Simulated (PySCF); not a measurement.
How methods differ on the ionisation energy of Eu⁺

Eu⁺ [Xe] 4f7 6s1 (9S) → Eu²⁺ [Xe] 4f7 (8S), as a difference of total energies. Computed with PySCF 2.14 in cc-pVDZ-X2C (8s7p5d3f1g, 84 functions), with the spin-free X2C one-electron Hamiltonian (Gaussian nucleus). The calculations carry no spin-orbit coupling.

```csv
method,ionisation energy (eV),difference from reference (eV)
UHF,10.441,-0.799
CAM-B3LYP,11.344,+0.104
BP86,11.518,+0.278
B3LYP,11.447,+0.207
```

Reference: 11.24 ± 0.006 eV (semi-empirical (NIST evaluation); NIST Atomic Spectra Database, ionization energies).
